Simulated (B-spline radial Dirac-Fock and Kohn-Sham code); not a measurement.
# Core-hole lifetimes of W³⁺

System: W³⁺, configuration [Xe] 4f14 5d3, inside a Watson sphere of charge -3 and radius 2.2 Å (a model of the Madelung potential; inside it an electron's potential energy is raised by 19.6 eV).

Method: independent-particle rates on relativistic LDA orbitals of the hole state (multipoles up to L = 3, Coulomb Auger matrix elements, transition energies from Dirac-Fock). Computed with a radial atomic solver.

Partial widths are in eV. Coster-Kronig decay leaves a hole in the same principal shell; its rates are the weakest part of the model, often 1.5 to 2.5 times too large and more for N holes. Holes without an open Auger channel, or with an unreliable SCF state, are not listed.

| hole | radiative | Auger | Coster-Kronig | total | fluorescence yield | lifetime (fs) |
| --- | --- | --- | --- | --- | --- | --- |
| K (1s) | 37.3 | 1.57 | 0 | 38.8 | 0.960 | 0.0170 |
| L1 (2s) | 0.817 | 1.90 | 3.14 | 5.86 | 0.139 | 0.112 |
| L2 (2p1/2) | 1.39 | 2.80 | 0.680 | 4.87 | 0.286 | 0.135 |
| L3 (2p3/2) | 1.25 | 3.56 | 0 | 4.81 | 0.260 | 0.137 |
| M1 (3s) | 0.0293 | 1.02 | 15.8 | 16.9 | ? | ? |
| M2 (3p1/2) | 0.0307 | 1.12 | 10.8 | 11.9 | 0.00257 | 0.0551 |
| M3 (3p3/2) | 0.0321 | 1.36 | 7.57 | 8.96 | 0.00358 | 0.0735 |
| M4 (3d3/2) | 0.0376 | 1.76 | 0.0309 | 1.82 | 0.0206 | 0.361 |
| M5 (3d5/2) | 0.0355 | 1.83 | 0 | 1.87 | 0.0190 | 0.353 |
| N1 (4s) | 0.000960 | 0.105 | 13.2 | 13.3 | 7.21e-05 | 0.0494 |
| N2 (4p1/2) | 0.00163 | 0.109 | 11.8 | 11.9 | 0.000137 | 0.0553 |
| N3 (4p3/2) | 0.00103 | 0.118 | 9.58 | 9.70 | 0.000107 | 0.0678 |
| N4 (4d3/2) | 0.00135 | 0.116 | 7.07 | 7.19 | 0.000188 | 0.0916 |
| N5 (4d5/2) | 0.00120 | 0.132 | 6.74 | 6.87 | 0.000175 | 0.0958 |
| N6 (4f5/2) | 5.26e-07 | 0.0649 | 0 | 0.0649 | 8.11e-06 | 10.1 |
| N7 (4f7/2) | 4.75e-07 | 0.0677 | 0 | 0.0677 | 7.01e-06 | 9.72 |

Q: What are the fluorescence yield and the lifetime of the M1 (3s) hole?

A: The yield is the radiative width over the total, 0.00174, and the lifetime is ħ/Γ = 0.0390 fs.
